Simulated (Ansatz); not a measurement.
The cluster Na₂Te⁺. Charge 1, multiplicity 2. Geometry r2SCAN-D4/def2-TZVP, basis def2-TZVP, Ansatz.

Cartesian coordinates in Å:
```
Na 1.644 -2.303 -0.701
Na -1.643 2.304 0.701
Te -0.002 -0.001 0.000
```

| run | HOMO (eV) | LUMO (eV) |
| --- | --- | --- |
| A | -8.05 | -7.91 |
| B | -8.96 | -6.87 |
| C | -8.12 | -7.66 |
| D | -8.16 | -7.48 |

In the def2 sets Te takes a core potential; there is no spin–orbit coupling. Another isomer (doublet) lies 0.03 eV lower at PBE0-D4/def2-TZVP; other spin states weren't run for this one.

HOMO and LUMO are taken over both spins.

Problem. The runs used B97M-V, PBE, PBE0, r2SCAN. Estimate which is which.

Solution. A PBE (0 % exact exchange); B PBE0 (25 % exact exchange); C B97M-V (0 % exact exchange); D r2SCAN (0 % exact exchange). Exact exchange lowers occupied and raises empty levels; among semilocal functionals meta-GGAs tend to open the gap a little, and such runs are hard to tell apart. The gap grows from 0.15 eV (PBE) to 2.10 eV (PBE0).
